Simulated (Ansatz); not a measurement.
A structure relaxed at PBE-D4/def2-SVPD in Ansatz, charge -1, doublet:

```xyz
7

Ag   -1.703   -0.152   -0.942
Ag   -0.347    0.361    1.424
Ag    2.167    1.453    0.478
Ag    0.966   -0.884   -0.750
O    -2.324    0.703    0.814
O    -0.456   -1.072   -2.282
O     1.697   -0.409    1.259
```

Question: Give its formula and point group.

Answer: Ag4O3⁻. Point group Cs (tolerance 0.1 Å).

Question: Summarise the bond lengths by kind (pairs closer than 1.2 times the sum of covalent radii, bridged metal pairs left out).

Answer: 7 × Ag–O 2.05 to 2.19 Å.

In the def2 sets Ag takes a core potential; there is no spin–orbit coupling. Another isomer (doublet) lies 0.76 eV lower at PBE0-D4/def2-TZVPD; other spin states weren't run for this one.
